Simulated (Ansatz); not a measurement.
`FCSC[SiH3]` + `FBN[SiH3]` → `FBN([SiH3])[SiH3]` + `CSCF`  (ligand exchange at the Si–C bond)

Program: Ansatz. Geometries: PBE0-D4/def2-TZVP. ΔE: electronic, gas phase. CBS: MP2 limit from def2 TZ/QZ plus the TZ coupled-cluster correction, frozen cores. One conformer a species, not always the lowest.

| species | CCSD(T)/CBS(def2) energy (Eh) |
| --- | --- |
| `FCSC[SiH3]` | -866.94619 |
| `FBN[SiH3]` | -471.49367 |
| `FBN([SiH3])[SiH3]` | -761.79139 |
| `CSCF` | -576.66859 |

Problem. Work out ΔE.

Solution. ΔE = (-761.79139) + (-576.66859) − (-866.94619) − (-471.49367) = -0.02012 Eh = -0.55 eV.

Largest T1 diagnostic among the species: 0.012.

From PBE to PBE0 (25 % exact exchange), in def2-TZVPP and without D4, ΔE moves by −0.04 eV. In def2-TZVPP, CCSD(T) changes the Hartree–Fock value by +0.07 eV (the triples alone add +0.01 eV) and MP2 by +0.06 eV.
